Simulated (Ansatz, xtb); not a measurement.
Relative energy of two isomers of Ge2H9NSi

Structure a: `N[SiH2][GeH2][GeH3]`, a singlet. Structure b: `[SiH3][NH][GeH2][GeH3]`, a singlet. Both are isolated molecules in the gas phase, relaxed with PBE0-D3(BJ)/def2-SVP; each stands in its lowest conformer found.

Task: Estimate which is lower in electronic energy at CCSD(T)/def2-SVP + ΔMP2/def2-TZVPP, and by roughly how much.

Result: Not settled: CCSD(T)/def2-SVP + ΔMP2/def2-TZVPP gives E(b) − E(a) = +1.60 kcal/mol, but this leans on the basis-set step: CCSD(T) alone gives −0.05 kcal/mol.

How the difference moves with the method:

| level | geometry | E(b) − E(a) (kcal/mol) | departure from the last row (kcal/mol) | job, with rough time for the two |
| --- | --- | --- | --- | --- |
| PBE0-D3(BJ)/def2-SVP | PBE0-D3(BJ)/def2-SVP | +4.32 | +2.71 | optimisation, 76 s |
| HF/def2-SVP | PBE0-D3(BJ)/def2-SVP | −1.74 | −3.34 | part of the CCSD(T) run |
| MP2/def2-SVP | PBE0-D3(BJ)/def2-SVP | −0.54 | −2.15 | part of the CCSD(T) run |
| CCSD(T)/def2-SVP | PBE0-D3(BJ)/def2-SVP | −0.05 | −1.66 | single point |
| CCSD(T)/def2-SVP + ΔMP2/def2-TZVPP | PBE0-D3(BJ)/def2-SVP | +1.60 |  | single point, 35 s |

As drawn, b has 1 Ge–N, 1 Si–H in place of 1 Ge–Si, 1 N–H.

HF/def2-SVP, MP2/def2-SVP put the two in the other order. CCSD(T)/def2-SVP finds them nearly level. The largest departure from CCSD(T)/def2-SVP + ΔMP2/def2-TZVPP is that of HF/def2-SVP, 3.34 kcal/mol. A small imaginary or near-zero mode remains, so no thermal terms are given. Levels run at GFN2-xTB geometries aren't shown. The last row adds to CCSD(T) the change of the MP2 difference between the two basis sets, here +1.66 kcal/mol.

The correlated steps freeze 24 core orbitals; the filled d shell of Ge is correlated, in a basis made for valence electrons. Codes used: Ansatz 0.2.0, xtb 6.7.1; the last row on 4 threads of Intel(R) Xeon(R) Platinum 8375C CPU @ 2.90GHz (Ice Lake) on a shared host.
